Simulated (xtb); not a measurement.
C3H9NSi2, SMILES [SiH3][SiH2]CCC#N. All values are semi-empirical tight-binding results from xtb (GFN2-xTB unless named), good for trends rather than for accurate numbers. Coordinates come from a GFN2-xTB optimisation. This is a generated structure with no PubChem entry under its InChIKey; it may be hypothetical. Other conformers were not sampled.

```yaml
orbital_gap: 4.39 eV
dipole_moment: 3.53 D
zero_point_energy: 64.9 kcal/mol
G − E(el) at 298.15 K (modified RRHO): 43.1 kcal/mol
static polarisability (D4 model): 96.9 bohr³
solvation energy, GFN2-xTB/ALPB(water): -5.2 kcal/mol
solvation energy, GFN2-xTB/ALPB(benzene): -5.7 kcal/mol
```
